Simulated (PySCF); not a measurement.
C2H4ClInO, SMILES C=[CH][In]([OH])[Cl]. Geometry: B3LYP-D3(BJ)/def2-SVP. The structure was generated by enumeration; whether it is a known compound was not checked. The def2 effective core potentials stand for the cores of In; spin–orbit coupling is left out. The values are those of a single conformer.

Computed equilibrium geometry at B3LYP-D3(BJ)/def2-SVP (PySCF confirms it by a frequency run) as Cartesian coordinates in Å, and its point group (one conformer of several):
point group Cs.
```xyz
9

In     0.1191     0.0095     0.0000
Cl    -0.7639    -2.1956     0.0000
C     -1.0726     1.7785     0.0000
C     -0.5220     2.9983     0.0000
H     -2.1623     1.6660     0.0000
H     -1.1420     3.9043     0.0000
H      0.5609     3.1618     0.0000
O      2.1211     0.0402     0.0000
H      2.4923    -0.8537     0.0000
```
Charge 0, spin multiplicity 1.
